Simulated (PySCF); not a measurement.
## C₆ coefficients of unlike pairs at r2SCAN0

Calculated with PySCF 2.14 from the dipole response of each species, C₆(A,B) = (3/π) ∫ α_A(iu) α_B(iu) du, in atomic units, from isotropic polarisabilities. For ions this is the dispersion term alone; charge-induced terms of lower order in 1/R come first.

```
species           configuration                                                                 basis      relativity  α (bohr³)  C₆ (like pair)
   La²⁺           [Xe] 5d1 (2D)  def2-TZVPPD with the def2 core potential (46 electrons) (6s5p3d2f1g)  core potential      17.96           126.3
   Mn²⁺           [Ar] 3d5 (6S)                                              def2-TZVPPD (6s6p4d2f1g)            none      3.074           8.355
     Cl       [Ne] 3s2 3p5 (2P)                                           aug-cc-pVQZ-DK (7s6p4d3f2g)   spin-free X2C      14.74           95.21
     Te  [Kr] 4d10 5s2 5p4 (3P)                               aug-cc-pVTZ-PP with ECP28MDF (6s5p4d2f)  core potential      38.66           427.7
```

(1) Estimate C₆ for Te with Cl.

No spin-orbit coupling is included.

The other pairs:

| pair | C₆ |
| --- | --- |
| Te, La²⁺ | 227.2 |
| Cl, Mn²⁺ | 25.81 |
| Mn²⁺, La²⁺ | 30.28 |
| Te, Mn²⁺ | 50.78 |
| Cl, La²⁺ | 109.4 |

Results:

(1) The integral gives 198.2. The combination rule 2 C_A C_B / (C_A α_B/α_A + C_B α_A/α_B) gives 197.3 and the geometric mean 201.8.
